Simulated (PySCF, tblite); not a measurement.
Species: diethoxymethane, C5H12O2.
SMILES with atom numbers: `[CH3:1][CH2:2][O:3][CH2:4][O:5][CH2:6][CH3:7]` (hydrogens: H8, H9, H10 on C1; H11, H12 on C2; H13, H14 on C4; H15, H16 on C6; H17, H18, H19 on C7)

Computed with GFN2-xTB (tblite), gas phase: Langevin dynamics at 200 K from the optimised GFN2-xTB geometry, time step 0.5 fs, friction 0.01 fs⁻¹, 2000 steps. Over the second half of the run the saved frames average 189 K.

Frame at 250 fs, instantaneous temperature 202 K:
```
atom  x, y, z in Å
C1     -3.011   -0.132   -0.238
C2     -1.899   -0.794   -1.006
O3     -0.765    0.033   -1.171
C4     -0.112    0.461   -0.038
O5      0.519   -0.534    0.794
C6      1.537   -1.219    0.109
C7      2.917   -0.636    0.275
H8     -2.648    0.183    0.750
H9     -3.429    0.689   -0.825
H10    -3.836   -0.858   -0.051
H11    -1.550   -1.695   -0.483
H12    -2.208   -1.121   -1.994
H13    -0.787    1.040    0.636
H14     0.737    1.173   -0.291
H15     1.287   -1.380   -0.970
H16     1.454   -2.244    0.471
H17     3.629   -1.179   -0.329
H18     3.118   -0.577    1.293
H19     2.868    0.377   -0.152
```

Frame at 425 fs, instantaneous temperature 201 K:
```
atom  x, y, z in Å
C1     -3.026    0.029   -0.287
C2     -1.780   -0.819   -0.722
O3     -0.636    0.048   -0.922
C4      0.113    0.235    0.238
O5      0.615   -0.941    0.820
C6      1.742   -1.467    0.143
C7      3.045   -0.788    0.562
H8     -2.668    0.974    0.058
H9     -3.743    0.120   -1.092
H10    -3.551   -0.414    0.576
H11    -1.486   -1.550    0.054
H12    -1.929   -1.181   -1.757
H13    -0.480    0.635    1.089
H14     0.911    0.955    0.006
H15     1.578   -1.398   -0.904
H16     1.737   -2.530    0.451
H17     3.892   -1.339    0.057
H18     3.142   -0.786    1.641
H19     3.073    0.204    0.112
```

Frame at 625 fs, instantaneous temperature 150 K:
```
atom  x, y, z in Å
C1     -2.597    1.064   -0.573
C2     -1.614   -0.051   -0.751
O3     -0.243    0.382   -0.704
C4      0.294    0.476    0.635
O5      0.855   -0.726    1.081
C6      1.893   -1.166    0.242
C7      3.179   -0.397    0.488
H8     -2.449    1.870   -1.321
H9     -3.626    0.708   -0.701
H10    -2.372    1.463    0.381
H11    -1.692   -0.833   -0.001
H12    -1.809   -0.454   -1.776
H13    -0.577    0.563    1.316
H14     0.993    1.274    0.623
H15     1.529   -1.148   -0.804
H16     2.051   -2.235    0.540
H17     4.011   -0.835   -0.004
H18     3.415   -0.257    1.577
H19     3.087    0.639    0.125
```

Frame at 800 fs, instantaneous temperature 160 K:
```
atom  x, y, z in Å
C1     -2.653    0.762   -0.922
C2     -1.270    0.065   -1.034
O3     -0.256    1.049   -0.743
C4      0.217    1.135    0.619
O5      0.666   -0.049    1.129
C6      1.721   -0.653    0.369
C7      3.065   -0.022    0.695
H8     -2.678    1.681   -1.497
H9     -3.394    0.125   -1.335
H10    -2.862    1.054    0.062
H11    -1.274   -0.728   -0.330
H12    -1.103   -0.292   -2.061
H13    -0.572    1.562    1.333
H14     1.020    1.846    0.547
H15     1.504   -0.488   -0.706
H16     1.657   -1.707    0.587
H17     3.885   -0.364    0.032
H18     3.446   -0.275    1.670
H19     2.921    1.055    0.616
```

Frame at 1000 fs, instantaneous temperature 208 K:
```
atom  x, y, z in Å
C1     -2.415    1.296   -1.305
C2     -1.213    0.351   -1.421
O3     -0.056    0.993   -0.903
C4      0.280    0.985    0.432
O5      0.735   -0.207    0.940
C6      1.888   -0.718    0.298
C7      3.093    0.202    0.615
H8     -2.112    2.365   -1.510
H9     -3.221    0.911   -1.909
H10    -2.719    1.365   -0.258
H11    -1.450   -0.639   -0.931
H12    -1.099    0.068   -2.438
H13    -0.593    1.209    1.085
H14     1.039    1.826    0.524
H15     1.732   -0.782   -0.785
H16     2.036   -1.748    0.735
H17     4.041   -0.265    0.398
H18     3.057    0.449    1.680
H19     3.008    1.094    0.031
```

**Question.** What do single points at PBE0/pcSseg-1 (PySCF, gas phase) give on these frames?

**Answer.** 
```json
{"t (fs)": "250", "GFN2-xTB E above start (eV)": "0.42", "DFT E above lowest frame (eV)": "0.01", "HOMO (eV)": "-7.59", "LUMO (eV)": "1.46", "dipole (D)": "0.67"}
{"t (fs)": "425", "GFN2-xTB E above start (eV)": "0.36", "DFT E above lowest frame (eV)": "0.00", "HOMO (eV)": "-7.61", "LUMO (eV)": "1.46", "dipole (D)": "0.31"}
{"t (fs)": "625", "GFN2-xTB E above start (eV)": "0.45", "DFT E above lowest frame (eV)": "0.04", "HOMO (eV)": "-7.70", "LUMO (eV)": "1.46", "dipole (D)": "0.57"}
{"t (fs)": "800", "GFN2-xTB E above start (eV)": "0.39", "DFT E above lowest frame (eV)": "0.01", "HOMO (eV)": "-7.40", "LUMO (eV)": "1.51", "dipole (D)": "0.70"}
{"t (fs)": "1000", "GFN2-xTB E above start (eV)": "0.42", "DFT E above lowest frame (eV)": "0.02", "HOMO (eV)": "-7.62", "LUMO (eV)": "1.48", "dipole (D)": "0.58"}
```

Both levels order the frames alike by energy; measured from each level's lowest frame they differ by 0.05 eV at most. The HOMO–LUMO gap runs from 8.91 to 9.16 eV. These are instantaneous structures, not minima.

**Question.** And the isotropic GIAO shieldings (ppm) from the same runs?

**Answer.** 
```tsv
atom	250 fs	425 fs	625 fs	800 fs	1000 fs	mean	range
C1	174.6	170.0	169.6	173.4	168.0	171.1	6.6
C2	126.6	121.9	117.1	126.1	125.6	123.5	9.5
O3	274.4	247.1	249.4	252.2	266.7	258.0	27.3
C4	96.7	95.8	90.8	95.3	98.9	95.5	8.1
O5	264.5	261.9	254.1	269.4	254.3	260.8	15.3
C6	128.9	124.3	126.7	126.3	124.1	126.1	4.8
C7	176.5	169.9	173.3	175.7	173.0	173.7	6.6
H8	29.4	31.0	30.0	30.8	29.5	30.1	1.6
H9	30.5	30.2	30.5	31.7	30.9	30.8	1.5
H10	30.3	30.2	30.9	31.3	29.8	30.5	1.5
H11	27.7	26.7	28.0	28.3	27.4	27.6	1.6
H12	28.1	27.3	27.3	28.0	28.6	27.9	1.3
H13	26.2	26.8	26.7	25.9	26.5	26.4	0.9
H14	25.9	26.9	27.0	27.0	25.9	26.5	1.1
H15	27.5	28.5	26.9	27.3	27.4	27.5	1.6
H16	28.2	27.8	27.5	28.3	27.3	27.8	1.0
```

The cost below is that of the whole dynamics run. The run took 9.8 s wall on one thread of an Intel Xeon Platinum 8488C, on a shared host, and the process peaked at 0.18 GiB of memory.
